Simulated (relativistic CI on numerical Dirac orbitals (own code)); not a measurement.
Level scheme of Ru30+

These numbers are calculated, not measured: Dirac-Coulomb-Breit CI, KLI orbitals optimised for each configuration, model QED (radiative potential, 1s self-energy scaled to tabulated hydrogen-like ionisation energies), unscaled Slater integrals (own radial code, finite nucleus).

CI space (outside the closed core [Ne]): 3s²3p², 3s3p³, 3s²3p3d, 3p⁴, 3s3p²3d, 3p³3d, 3s3p3d², 3s²3d4p, 3p³4s, 3s3p3d4s, 3p³4p, 3s²3p4s, 3s²3p4p, 3p²3d4p, 3s²3p4d, 3s3p²4s, 3s²3p4f, 3s3p²4p, 3s3p²4d, 3s3p²4f, 3s²3p5s, 3s²3p5p, 3s²4s4p, 3s²3p5d, 3s²3p5f, 3s²3p5g, 3s3p4s², 3s3p²5s, 3s²3d², 3s3d³, 3p²3d², 3p3d³, 3p3d²4s, 3p3d²4p, 3p3d²4d, 3s²3d4s, 3s3d²4s, 3s3p3d4p, 3s3d²4p, 3s3d4s4p, 3s3d4p², 3s3d4p4d, 3p²3d4s, 3p3d4s², 3p3d4s4p, 3p3d4s4d, 3s²4s², 3s3d4s², 3s²4p², 3s3p4s4p, 3s4s²4p, 3s4s4p², 3s4s4p4d. Double excitations out of closed p, d and f shells are left out; levels of such configurations are missing from the list, as are those of other unlisted configurations, and high levels can miss mixing partners. These lack a partner that the ground configuration has and come out too high: 3s3p²4d, 3s3p²4f, 3s3p²5s, 3s²3p4f, 3s²3p5s.

The lowest level is 3s²3p² ³P0, with 77 % of that term; Hund's rules for 3s²3p² give ³P with J = 0, in agreement.

| No. | Configuration | Term | J | E (cm⁻¹) | % | Landé g | jj configuration (%) |
| --- | --- | --- | --- | --- | --- | --- | --- |
| 1 | 3s²3p² | ³P | 0 | 0 | 77 |  | 3p1/2^2 (96) |
| 2 | 3s²3p² | ³P | 1 | 206367 | 98 | 1.497 | 3p1/2 3p3/2 (98) |
| 3 | 3s²3p² | ¹D | 2 | 245394 | 53 | 1.228 | 3p1/2 3p3/2 (96) |
| 4 | 3s²3p² | ³P | 2 | 480825 | 52 | 1.265 | 3p3/2^2 (96) |
| 5 | 3s²3p² | ¹S | 0 | 571734 | 76 |  | 3p3/2^2 (95) |
| 6 | 3s3p³ | ⁵S° | 2 | 788010 | 63 | 1.779 | 3s 3p3/2 (78) |
| 7 | 3s3p³ | ³D° | 1 | 918771 | 53 | 0.838 | 3s 3p3/2 (71) |
| 8 | 3s3p³ | ³D° | 2 | 991741 | 51 | 1.407 | 3s 3p1/2 3p3/2^2 (76) |
| 9 | 3s3p³ | ³D° | 3 | 1053087 | 85 | 1.324 | 3s 3p1/2 3p3/2^2 (85) |
| 10 | 3s²3p3d | ³F° | 2 | 1092362 | 42 | 0.904 | 3p1/2 3d3/2 (73) |
| 11 | 3s3p³ | ³P° | 0 | 1139365 | 89 |  | 3s 3p1/2 3p3/2^2 (89) |
| 12 | 3s3p³ | ³P° | 1 | 1162260 | 56 | 1.282 | 3s 3p1/2 3p3/2^2 (73) |
| 13 | 3s²3p3d | ³F° | 2 | 1201547 | 45 | 0.957 | 3s 3p1/2 3p3/2^2 (36) |
| 14 | 3s²3p3d | ³F° | 3 | 1246783 | 80 | 1.102 | 3p1/2 3d5/2 (75) |
| 15 | 3s3p³ | ³S° | 1 | 1259649 | 38 | 1.403 | 3s 3p1/2 3p3/2^2 (52) |
| 16 | 3s3p³ | ³P° | 2 | 1294618 | 31 | 1.304 | 3p1/2 3d5/2 (53) |
| 17 | 3s²3p3d | ³D° | 1 | 1309021 | 30 | 0.945 | 3p1/2 3d3/2 (65) |
| 18 | 3s²3p3d | ³P° | 2 | 1343302 | 42 | 1.287 | 3s 3p3/2^3 (33) |
| 19 | 3s²3p3d | ³F° | 4 | 1426033 | 98 | 1.247 | 3p3/2 3d5/2 (98) |
| 20 | 3s²3p3d | ³P° | 1 | 1469550 | 28 | 1.193 | 3p3/2 3d3/2 (60) |
| 21 | 3s²3p3d | ³D° | 2 | 1484124 | 43 | 1.062 | 3p3/2 3d3/2 (71) |
| 22 | 3s²3p3d | ³D° | 3 | 1493939 | 57 | 1.229 | 3p3/2 3d3/2 (57) |
| 23 | 3s²3p3d | ³P° | 0 | 1494100 | 88 |  | 3p3/2 3d3/2 (88) |
| 24 | 3s²3p3d | ³P° | 1 | 1552905 | 35 | 1.337 | 3s 3p3/2^3 (47) |
| 25 | 3s²3p3d | ³P° | 2 | 1570660 | 31 | 1.272 | 3p3/2 3d5/2 (55) |
| 26 | 3s²3p3d | ¹F° | 3 | 1609564 | 73 | 1.079 | 3p3/2 3d5/2 (69) |
| 27 | 3s²3p3d | ¹P° | 1 | 1674734 | 59 | 0.976 | 3p3/2 3d5/2 (61) |
| 28 | 3s3p²3d | ⁵F | 1 | 1702770 | 71 | 0.250 | 3s 3p1/2^2 3d3/2 (78) |
| 29 | 3s3p²3d | ⁵F | 2 | 1713428 | 33 | 1.238 | 3s 3p1/2^2 3d3/2 (62) |
| 30 | 3p⁴ | ³P | 2 | 1767144 | 28 | 1.237 | 3p3/2^2 (40) |
| 31 | 3s3p²3d | ⁵F | 3 | 1788055 | 43 | 1.365 | 3s 3p1/2^2 3d5/2 (65) |
| 32 | 3s3p²3d | ⁵D | 0 | 1856830 | 40 |  | 3s 3p1/2 3p3/2 3d3/2 (61) |
| 33 | 3s3p²3d | ⁵D | 1 | 1873105 | 59 | 1.303 | 3s 3p1/2 3p3/2 3d3/2 (89) |
| 34 | 3s3p²3d | ³F | 2 | 1879266 | 35 | 1.085 | 3s 3p1/2 3p3/2 3d3/2 (77) |
| 35 | 3s3p²3d | ⁵F | 3 | 1893143 | 40 | 1.256 | 3s 3p1/2 3p3/2 3d3/2 (72) |
| 36 | 3s3p²3d | ⁵D | 0 | 1897735 | 51 |  | 3s 3p1/2 3p3/2 3d3/2 (44) |
| 37 | 3s3p²3d | ⁵F | 4 | 1906841 | 77 | 1.357 | 3s 3p1/2 3p3/2 3d5/2 (78) |
| 38 | 3s3p²3d | ³F | 2 | 1923227 | 39 | 0.995 | 3s 3p1/2 3p3/2 3d3/2 (27) |
| 39 | 3s3p²3d | ⁵D | 4 | 1938886 | 44 | 1.346 | 3s 3p1/2 3p3/2 3d5/2 (46) |
| 40 | 3s3p²3d | ³P | 1 | 1963829 | 37 | 1.463 | 3s 3p1/2 3p3/2 3d5/2 (47) |
| 41 | 3p⁴ | ¹D | 2 | 1971855 | 25 | 1.217 | 3s 3p1/2 3p3/2 3d5/2 (51) |
| 42 | 3s3p²3d | ⁵F | 5 | 1979927 | 77 | 1.351 | 3s 3p1/2 3p3/2 3d5/2 (80) |
| 43 | 3s3p²3d | ⁵P | 3 | 1991951 | 49 | 1.389 | 3s 3p1/2 3p3/2 3d5/2 (60) |
| 44 | 3s3p²3d | ³F | 2 | 2022708 | 39 | 1.029 | 3s 3p1/2 3p3/2 3d3/2 (28) |
| 45 | 3s3p²3d | ⁵P | 2 | 2034809 | 63 | 1.660 | 3s 3p1/2 3p3/2 3d3/2 (60) |
| 46 | 3s3p²3d | ⁵D | 3 | 2040187 | 38 | 1.371 | 3s 3p1/2 3p3/2 3d5/2 (59) |
| 47 | 3s3p²3d | ⁵P | 1 | 2044091 | 73 | 2.252 | 3s 3p1/2 3p3/2 3d3/2 (75) |
| 48 | 3s3p²3d | ³P | 2 | 2082009 | 38 | 1.229 | 3s 3p1/2 3p3/2 3d5/2 (46) |
| 49 | 3s3p²3d | ³G | 3 | 2097178 | 63 | 0.853 | 3s 3p1/2 3p3/2 3d3/2 (92) |
| 50 | 3s3p²3d | ³D | 1 | 2101037 | 35 | 0.914 | 3s 3p1/2 3p3/2 3d3/2 (39) |
| 51 | 3s3p²3d | ¹G | 4 | 2109647 | 34 | 1.195 | 3s 3p1/2 3p3/2 3d5/2 (40) |
| 52 | 3s3p²3d | ³D | 3 | 2151735 | 54 | 1.211 | 3s 3p1/2 3p3/2 3d5/2 (55) |
| 53 | 3s3p²3d | ³G | 4 | 2161115 | 68 | 1.100 | 3s 3p1/2 3p3/2 3d5/2 (74) |
| 54 | 3s3p²3d | ³D | 1 | 2174163 | 75 | 0.685 | 3s 3p1/2 3p3/2 3d3/2 (84) |
| 55 | 3s3p²3d | ¹F | 3 | 2177145 | 30 | 1.058 | 3s 3p1/2 3p3/2 3d5/2 (71) |
| 56 | 3s3p²3d | ³P | 0 | 2181971 | 74 |  | 3s 3p3/2^2 3d5/2 (53) |
| 57 | 3s3p²3d | ³D | 1 | 2186309 | 68 | 0.746 | 3s 3p1/2 3p3/2 3d5/2 (76) |
| 58 | 3s3p²3d | ³P | 0 | 2195992 | 71 |  | 3s 3p1/2 3p3/2 3d3/2 (44) |
| 59 | 3s3p²3d | ³F | 4 | 2205744 | 38 | 1.222 | 3s 3p3/2^2 3d5/2 (61) |
| 60 | 3s3p²3d | ³F | 2 | 2223867 | 31 | 1.027 | 3s 3p1/2 3p3/2 3d5/2 (36) |
| 61 | 3s3p²3d | ³P | 1 | 2234671 | 43 | 1.357 | 3s 3p1/2 3p3/2 3d5/2 (47) |
| 62 | 3s3p²3d | ³F | 2 | 2238526 | 41 | 0.995 | 3s 3p1/2 3p3/2 3d3/2 (52) |
| 63 | 3s3p²3d | ³D | 1 | 2251554 | 27 | 1.287 | 3s 3p1/2 3p3/2 3d5/2 (37) |
| 64 | 3s3p²3d | ³D | 2 | 2252729 | 62 | 1.120 | 3s 3p3/2^2 3d3/2 (34) |
| 65 | 3s3p²3d | ³D | 3 | 2253616 | 44 | 1.210 | 3s 3p1/2 3p3/2 3d5/2 (56) |
| 66 | 3s3p²3d | ³G | 5 | 2263359 | 77 | 1.242 | 3s 3p3/2^2 3d5/2 (80) |
| 67 | 3s3p²3d | ³D | 3 | 2268107 | 39 | 1.242 | 3s 3p3/2^2 3d3/2 (39) |
| 68 | 3s3p²3d | ³D | 2 | 2268622 | 45 | 1.201 | 3s 3p1/2 3p3/2 3d5/2 (46) |
| 69 | 3s3p²3d | ¹S | 0 | 2286333 | 47 |  | 3p3/2^4 (34) |
| 70 | 3s3p²3d | ³D | 2 | 2308853 | 29 | 1.239 | 3s 3p1/2 3p3/2 3d5/2 (33) |

Energies count from the lowest computed level; ° marks odd parity. Filled j subshells are mostly left out of the jj labels.

The mean weight of the leading LS term, summed over parents, in these 70 levels is 52 %, and that of the leading jj configuration (from the same eigenvectors) 62 %, so jj coupling describes them better and the LS labels are nominal.

At this charge energies of transitions that change n are usually good to better than 1 %, and those within a shell (Δn = 0) to a few per cent.

LS names give the leading component of a level, which can be under half, so a name can repeat, a term be missing and a line seem to break the LS rules.
